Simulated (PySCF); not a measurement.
## Electronic structure of Os⁺ (osmium, charge +1) at the r2SCAN level

Configuration: [Xe] 4f14 5d7, high-spin 4F determinant (an excited configuration). Computed with PySCF 2.14 in aug-cc-pVTZ-PP with ECP60MDF (6s6p5d3f2g, 88 functions), with scalar relativity through the core potential.

| Quantity | Value |
| --- | --- |
| Total energy | -90.4721 hartree |
| One-electron energy | -151.8843 hartree |
| Hartree (Coulomb) energy | 70.8083 hartree |
| Exchange-correlation energy | -9.3961 hartree |
| ⟨S²⟩ | 3.7552 |
| ⟨L²⟩ | 12.032 |
| Sum of ⟨r⟩ | 22.04 bohr |
| Sum of ⟨r²⟩ | 39.29 bohr² |
| Traceless quadrupole moment −½Σ⟨3z² − r²⟩ along its main axis | -0.00256 e·bohr² |
| Time after the integrals | about 7 core-seconds |

```
shell  electrons  mean orbital energy (hartree)  spread (hartree)  rms radius, mean of both spins (bohr)
 5s α          1                       -3.62757                 0                                   1.09
 5s β          1                       -3.55267                 0                                   1.09
 5p α          3                       -2.15251           0.00001                                   1.26
 5p β          3                       -2.05500           0.00003                                   1.26
 5d α          5                       -0.48819           0.03630                                   1.98
 5d β          2                       -0.42397           0.00004                                   1.98
```

Energies and moments cover only the electrons outside the core potential. Spin-orbit coupling, absent here, splits the open shell strongly.
